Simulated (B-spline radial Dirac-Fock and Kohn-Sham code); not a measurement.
F: input and output of one calculation

ΔSCF core binding energies without Breit or QED terms, calculated with a radial B-spline solver. Keys: rel is the Hamiltonian (dirac, or spin-free x2c and nr, where L3 and M5 stand for the whole 2p and 3d shells), method is hf or an exchange,correlation pair (spin-unpolarised, also for the hole states), nuc the nuclear model, radius_factor scales its radius, rmax is the box in bohr, h the logarithmic mesh step, order the B-spline order, points the quadrature points per cell, c_factor scales the speed of light, and damp, ndamp, maxit and tol steer the iteration. The run stops when the commutator error falls below 10·tol·max(1, Z/10), or the numerical noise floor, and the energy has settled to about 1e-8 Ha; the virial ratio is −V/T.

Input (task.json):

```json
{"items": [{"Z": 9, "q": 0, "cfg": [[1, 0, 2], [2, 0, 2], [2, 1, 5]], "A": 19, "rrms": 2.8976, "do": "settings", "holes": ["K", "L3", "M5"],
  "settings": [{"rel": "dirac", "method": "hf", "nuc": "fermi", "radius_factor": 1.0, "rmax": 45.0, "h": 0.3, "order": 8, "points": 10, "c_factor": 1.0, "maxit": 60, "damp": 0.5, "ndamp": 3, "tol": 1e-08, "cfg": "1s2 2s2 2p7"}]}]}
```

Command: `python xray2_run.py task.json out`

The program stops without a result: overfilled shell.

Question: One setting is unsound. Which, and why?

Answer: cfg puts more electrons in a shell than it can hold. With the default settings (Dirac Hartree-Fock): The ground state converged in 9 iterations, with total energy -99.50161 Ha, virial ratio 1.99814 and highest orbital energy -19.83 eV. ΔSCF binding energies: K (1s) 698.4 eV. Holes are computed only in closed shells, and unreliable hole states are left out.
